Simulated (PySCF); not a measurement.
Choosing a molecule for a target property.

Each SMILES stands for a single optimised conformer of the isolated species, non-relativistic unless stated. Electronic properties by PySCF.

The conformers computed, where there is a choice (atom-mapped SMILES and torsion angles):
- `[CH3:1]/[CH:2]=[CH:3]/[SiH2:4][S:5][SiH2:6][Cl:7]`: C2–C3–Si4–S5 145°, C3–Si4–S5–Si6 -43°, Si4–S5–Si6–Cl7 -33°
- `[SiH3:1][S:2][Si@@H:3]([Cl:4])[CH:5]1[CH2:6][CH2:7]1`: Si1–S2–Si3–Cl4 47°, S2–Si3–C5–C6 168°
- `[CH3:1][S:2][Si@@H:3]([Cl:4])/[CH:5]=[CH:6]\[SiH3:7]`: C1–S2–Si3–Cl4 52°, S2–Si3–C5–C6 174°
- `[Cl:1][SiH2:2][SiH2:3][S:4][CH:5]1[CH2:6][CH2:7]1`: Cl1–Si2–Si3–S4 180°, Si2–Si3–S4–C5 180°, Si3–S4–C5–C6 80°
- `[Cl:1][SiH2:2][S:3][CH:4]1[CH2:5][SiH2:6][CH2:7]1`: Cl1–Si2–S3–C4 -44°, Si2–S3–C4–C5 180°
- `[CH2:1]=[CH:2][SiH2:3][CH2:4][S:5][SiH2:6][Cl:7]`: C1–C2–Si3–C4 122°, C2–Si3–C4–S5 177°, Si3–C4–S5–Si6 75°, C4–S5–Si6–Cl7 35°

The conformers of `C[C@@H]1C[Si@@H](Cl)S[SiH2]1` aren't listed.

Question: Wanted: electronic spatial extent ⟨r²⟩ about the centre of nuclear charge above 1980 bohr² (wB97X-D/def2-SVPD) and dipole moment below 0.9 D (wB97X-D/def2-SVPD), at GFN2-xTB geometries. Which candidate meets both?
A. `CS[Si@@H](Cl)/C=C\[SiH3]`
B. `C/C=C/[SiH2]S[SiH2]Cl`
C. `[SiH3]S[Si@@H](Cl)C1CC1`
D. `Cl[SiH2][SiH2]SC1CC1`
E. `Cl[SiH2]SC1C[SiH2]C1`

Answer: A. Computed values:
```csv
species,electronic spatial extent ⟨r²⟩ about the centre of nuclear charge,dipole moment
C/C=C/[SiH2]S[SiH2]Cl,1946 bohr²,2.23 D
[SiH3]S[Si@@H](Cl)C1CC1,1976 bohr²,0.97 D
Cl[SiH2]SC1C[SiH2]C1,1988 bohr²,1.44 D
CS[Si@@H](Cl)/C=C\[SiH3],2115 bohr²,0.76 D
Cl[SiH2][SiH2]SC1CC1,2623 bohr²,1.84 D
```

Question: Wanted: lowest triplet excitation (Tamm–Dancoff) above 4.7 eV (TDA wB97X-D/def2-SVPD) and HOMO energy below -9 eV (wB97X-D/def2-SVPD), at GFN2-xTB geometries. Which candidate meets both?
A. `Cl[SiH2][SiH2]SC1CC1`
B. `[SiH3]S[Si@@H](Cl)C1CC1`
C. `C/C=C/[SiH2]S[SiH2]Cl`
D. `CS[Si@@H](Cl)/C=C\[SiH3]`

Answer: B. Computed values:
```csv
species,lowest triplet excitation (Tamm–Dancoff),HOMO energy
CS[Si@@H](Cl)/C=C\[SiH3],4.13 eV,-8.85 eV
C/C=C/[SiH2]S[SiH2]Cl,4.31 eV,-9.09 eV
Cl[SiH2][SiH2]SC1CC1,5.04 eV,-8.74 eV
[SiH3]S[Si@@H](Cl)C1CC1,5.95 eV,-9.20 eV
```

Question: Wanted: lowest singlet excitation between 6 eV and 6.2 eV (TDDFT wB97X-D/def2-SVPD) and HOMO–LUMO gap above 9.5 eV (wB97X-D/def2-SVPD), at GFN2-xTB geometries. Which candidate meets both?
A. `[SiH3]S[Si@@H](Cl)C1CC1`
B. `[Si@H](Cl)(/C=C\[SiH3])SC`
C. `C=C[SiH2]CS[SiH2]Cl`
D. `C/C=C/[SiH2]S[SiH2]Cl`
E. `C[C@H]1[SiH2]S[Si@H](Cl)C1`

Answer: E. Computed values:
```
                   species  lowest singlet excitation  HOMO–LUMO gap
       C=C[SiH2]CS[SiH2]Cl                    5.17 eV        9.70 eV
 [Si@H](Cl)(/C=C\[SiH3])SC                    5.37 eV        9.25 eV
     C/C=C/[SiH2]S[SiH2]Cl                    5.92 eV       10.19 eV
C[C@H]1[SiH2]S[Si@H](Cl)C1                    6.09 eV       10.57 eV
   [SiH3]S[Si@@H](Cl)C1CC1                    6.26 eV       10.73 eV
```
